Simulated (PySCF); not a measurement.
C₄H₉Cl₃Si, SMILES [Si](Cl)(CC(C)C)(Cl)Cl (GFN2-xTB optimised geometry):

```
17

C     -0.518     0.605    -3.337
C     -0.518    -0.821    -2.794
C     -1.104    -1.778    -3.830
C     -1.323    -0.924    -1.488
Si    -0.647     0.061     0.000
Cl    -1.290    -0.817     1.713
Cl     1.377     0.061     0.000
Cl    -1.301     1.978     0.000
H     -1.537     0.954    -3.488
H     -0.020     1.284    -2.650
H      0.003     0.644    -4.290
H      0.516    -1.118    -2.593
H     -1.088    -2.802    -3.464
H     -2.134    -1.510    -4.055
H     -0.530    -1.737    -4.752
H     -1.377    -1.978    -1.206
H     -2.349    -0.611    -1.694
```

Level of theory: CAM-B3LYP/def2-SVP in PySCF 2.14.0.

Task: What are the frontier orbital energies and the dipole moment?

Result: HOMO-2 -10.54 eV, HOMO-1 -10.31 eV, HOMO -9.94 eV, LUMO 2.03 eV, LUMO+1 2.31 eV; dipole moment 1.88 D.

Meta-Löwdin charges at CAM-B3LYP/def2-SVP: C1 -0.29, C2 -0.02, C3 -0.28, C4 -0.41, Si5 0.92, Cl6 -0.26, Cl7 -0.26, Cl8 -0.26, H9 0.09, H10 0.09, H11 0.10, H12 0.08, H13 0.09, H14 0.09, H15 0.09, H16 0.11, H17 0.11.
